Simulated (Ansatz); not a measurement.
Stretching the H–H spacing in H6 chain (multiplicity 1 held). Energies count from the point at 0.900 Å.
Geometry at that point (charge 0, multiplicity 1):
```xyz
6

H      0.00000     0.00000     0.00000
H      0.00000     0.00000     0.90000
H      0.00000     0.00000     1.80000
H      0.00000     0.00000     2.70000
H      0.00000     0.00000     3.60000
H      0.00000     0.00000     4.50000
```

R- and RO- levels are restricted; in cc, def2 and unpolarised 6-31G sets they are followed outwards from rest. Unrestricted levels (U-) break spin symmetry where that is lower. Full CI gives the lowest state of the spin. Curves can end on different states.

Run with Ansatz (Gaussian orbitals). Each number belongs to the level named beside it.

The comparison value is 237.56 kcal/mol (FCI/cc-pVDZ). Full CI is exact for the correlated electrons in its own basis alone.

Order these levels by the size of their error in the energy at R = 3.600 Å, against full CI in the same basis, smallest first: R-SCS-MP2/cc-pVDZ, R-MP2/cc-pVDZ, U-SCS-MP2/cc-pVDZ, U-CCSD(T)/cc-pVDZ, U-HF/cc-pVDZ. Give each level's value less the comparison value.

U-CCSD(T)/cc-pVDZ (-0.24 kcal/mol), U-SCS-MP2/cc-pVDZ (-11.04 kcal/mol), R-SCS-MP2/cc-pVDZ (54.84 kcal/mol), U-HF/cc-pVDZ (-82.43 kcal/mol), R-MP2/cc-pVDZ (98.58 kcal/mol)

Doubts at one or more of the structures used: a restricted determinant that unrestricted orbitals would lower (R-SCS-MP2/cc-pVDZ, R-MP2/cc-pVDZ); a spin-contaminated determinant (U-SCS-MP2/cc-pVDZ, U-CCSD(T)/cc-pVDZ, U-HF/cc-pVDZ).

Ansatz is a program for electronic structure.
